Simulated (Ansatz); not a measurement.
Reaction (substitution at a C–C bond): `CC([SiH3])S` + `CB(C)S` → `CSB(C)C` + `[SiH3]CS`

Calculated with Ansatz (gas phase, PBE0-D4/def2-TZVP geometries, no zero-point term in ΔE). CCSD(T)/CBS adds triple-zeta CCSD(T) − MP2 to the extrapolated MP2 energy (def2 sets, frozen cores). Functionals use def2-TZVPP. Each species was taken in one conformer, which may not be the lowest.

Question: Is it downhill or uphill in electronic energy at CCSD(T)/CBS, and by how much? (Estimate.)

Answer: Computed: Uphill: ΔE = +10.5 kJ/mol.

Question: What do these levels give: revPBE-D4, r2SCAN0-D4, ωB97X-V, r2SCAN, CAM-B3LYP, HF/CBS(def2)? (Best estimate.)

Answer: Ansatz gave: revPBE-D4 7.4, r2SCAN0-D4 9.0, ωB97X-V 9.2, r2SCAN 7.9, CAM-B3LYP 8.7, HF/CBS(def2) 8.5 kJ/mol.

Largest T1 diagnostic among the species: 0.012.

Leaving LDA and LC-ωPBE aside and taking each functional with its dispersion term where it has one, the values, not all of them listed here, spread over 3.2 kJ/mol, from BLYP-D4 to PBE-QIDH. LDA lies +6.0 kJ/mol from PBE without D4. In def2-TZVPP, CCSD(T) changes the Hartree–Fock value by +3.4 kJ/mol (the triples alone add −0.2 kJ/mol) and MP2 by +3.6 kJ/mol. From BLYP to BHLYP (50 % exact exchange), in def2-TZVPP and without D4, ΔE moves by +3.2 kJ/mol.
